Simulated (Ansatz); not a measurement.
Tetramethylammonium triiodophenyl difluorosulfonate ester (C₁₂H₁₄F₂I₃NO₅S). Total charge 0; singlet. Geometry PBE-D4/def2-SVP.

```xyz
38

C    -0.514    3.595    0.870
N     0.112    3.373   -0.483
C     1.002    4.520   -0.837
C    -0.984    3.249   -1.510
C     0.918    2.097   -0.436
H    -1.151    4.497    0.820
H    -1.102    2.685    1.118
H     0.294    3.736    1.611
H     1.808    4.603   -0.084
H     1.442    4.339   -1.835
H     0.407    5.451   -0.854
H    -1.704    2.459   -1.197
H    -1.502    4.224   -1.576
H    -0.524    2.997   -2.483
H     0.264    1.297   -0.038
H     1.776    2.255    0.243
H     1.268    1.854   -1.454
O     0.787   -1.154   -0.555
C    -0.351   -1.558   -0.588
O    -0.779   -2.753   -0.073
C     0.176   -3.582    0.485
C     0.369   -3.599    1.881
I    -0.765   -2.297    3.085
C     1.293   -4.483    2.461
C     2.025   -5.343    1.629
I     3.424   -6.679    2.497
C     1.849   -5.349    0.237
C     0.919   -4.462   -0.324
I     0.608   -4.475   -2.416
C    -1.541   -0.787   -1.157
F    -2.409   -1.590   -1.803
F    -1.051    0.131   -2.047
S    -2.460    0.171    0.235
O    -1.298    0.645    1.086
O    -3.340   -0.834    0.863
O    -3.122    1.289   -0.519
H     1.433   -4.491    3.550
H     2.420   -6.033   -0.404
```

In the def2 sets I takes a core potential, while STO-3G treats all electrons; there is no spin–orbit coupling. B3LYP takes the VWN-RPA correlation. Single mean-field runs in def2-TZVP are fitted with def2-universal-jkfit. The restricted singlet is unstable towards broken spin symmetry in Hartree–Fock (as tested in another run); at HF/STO-3G this wasn't settled.

**Question.** Estimate the orbital energies around the gap (eV) in Ansatz with HF/STO-3G, PBE-D4/def2-TZVP, r2SCANh-D4/def2-TZVP, B3LYP-D4/def2-TZVP, PBE0-D4/def2-TZVP.

**Answer.** 
```tsv
orbital	HF/STO-3G	PBE-D4/def2-TZVP	r2SCANh-D4/def2-TZVP	B3LYP-D4/def2-TZVP	PBE0-D4/def2-TZVP
HOMO−13	-9.33	-7.64	-8.50	-8.79	-9.07
HOMO−12	-9.02	-7.48	-8.45	-8.75	-9.05
HOMO−11	-7.76	-7.34	-8.37	-8.69	-8.98
HOMO−10	-7.67	-7.22	-8.26	-8.53	-8.82
HOMO−9	-7.51	-6.69	-7.68	-8.04	-8.32
HOMO−8	-7.24	-6.58	-7.57	-7.92	-8.21
HOMO−7	-6.80	-6.54	-7.30	-7.49	-7.75
HOMO−6	-6.60	-6.49	-7.24	-7.46	-7.69
HOMO−5	-6.29	-6.35	-7.09	-7.42	-7.68
HOMO−4	-6.12	-6.17	-7.05	-7.24	-7.50
HOMO−3	-5.94	-5.96	-6.70	-6.90	-7.17
HOMO−2	-5.46	-5.91	-6.56	-6.88	-7.15
HOMO−1	-5.27	-5.79	-6.53	-6.72	-6.95
HOMO	-4.94	-5.49	-6.32	-6.51	-6.75
LUMO	6.30	-2.58	-2.17	-1.93	-1.74
LUMO+1	6.33	-1.97	-1.56	-1.30	-1.15
LUMO+2	6.75	-1.92	-1.48	-1.24	-1.05
LUMO+3	7.66	-1.80	-1.37	-1.13	-0.92
LUMO+4	8.44	-1.54	-0.99	-0.85	-0.61
LUMO+5	8.69	-1.29	-0.75	-0.63	-0.34
```
